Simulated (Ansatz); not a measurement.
Geometry optimisation, RHF/def2-SVP in Ansatz.

Input file:

```yaml
crystal:
  periodic: [false, false, false]
  atoms:
    - { symbol: Ga, position_ang: [0.311539, -0.073745, -0.00532] }
    - { symbol: C, position_ang: [1.038189, -0.068075, 1.813622] }
    - { symbol: H, position_ang: [0.482985, -0.217284, 2.741646] }
    - { symbol: H, position_ang: [1.851092, -0.797741, 1.770737] }
    - { symbol: H, position_ang: [1.512181, 0.916705, 1.842748] }
    - { symbol: H, position_ang: [1.757173, 0.299202, -0.425507] }
    - { symbol: O, position_ang: [-1.168587, -0.357137, -0.92257] }
    - { symbol: H, position_ang: [-1.977473, -0.548624, -0.474157] }
basis:
  gaussian: { orbitals: def2-SVP }
hamiltonian:
  xc: hf
relax:
  f_tol: 0.03
  max_steps: 50
```

Run as:

```bash
$ ansatz run input.yaml --threads 1 --pin off --max-ram 2048MiB --backend cpu --events-out ev --progress --plain --runs-dir out
```

Task: Where does it end, and by what steps?

Result: The run converged. After 8 steps the energy has fallen by 0.871 eV; H6 moved furthest, 0.83 Å.

```csv
step,energy less start (eV),largest force component (eV/Å),accepted
0,0.0000,1.847,yes
1,-0.3787,0.928,yes
2,-0.6002,0.590,yes
3,-0.7763,0.371,yes
4,-0.8431,0.687,yes
5,-0.8623,0.297,yes
6,-0.8695,0.061,yes
7,-0.8699,0.124,yes
8,-0.8706,0.012,yes
```

```xyz
8
Properties=species:S:1:pos:R:3
Ga 0.619 -0.001 -0.108
C 1.009 -0.070 1.836
H 0.120 -0.294 2.428
H 1.761 -0.834 2.047
H 1.417 0.884 2.179
H 1.643 0.318 -1.249
O -1.031 -0.323 -0.696
H -1.730 -0.527 -0.097
```

Whether the end is a true minimum wasn't checked by a vibrational analysis.

The run took 17 s on 1 thread of Arm Neoverse V1, on a shared host, peak memory 0.15 GiB.
